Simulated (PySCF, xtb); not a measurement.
trans-(1R,2R)-1-chloro-2-fluorocyclobutane (C4H6ClF), SMILES [C@@H]1(Cl)CC[C@H]1F.

xtb with GFN2-xTB at its own geometry gives an orbital gap of 6.90 eV and a dipole moment of 2.57 D.

The structure is a stationary point at B3LYP-D3(BJ)/def2-SVP.

What does PBE/def2-TZVP (PySCF) give? (An estimate is asked for; the answer gives what the named calculation found.)

gap 6.34 eV (levels -6.92 and -0.58 eV), dipole 2.35 D.
